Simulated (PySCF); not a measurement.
# Electron correlation in Cr³⁺ (chromium, charge +3)

[Ar] 3d3, high-spin 4F determinant. Computed with PySCF 2.14 in x2c-QZVPPall (11s7p5d3f2g, 96 functions), with scalar relativity by spin-free X2C-1e. Frozen: [Ar]; 3 electrons correlated.

```tsv
level	correlation energy (mhartree)
CCSD	-21.19
(T)	-0.06
CCSD(T)	-21.25
```

Diagnostics: T1 = 0.0014, D1 = 0.0020, largest double amplitude 0.012.

Task: Is a single reference adequate?

Result: Yes: T1 lies below 0.03 and no double amplitude reaches 0.07.
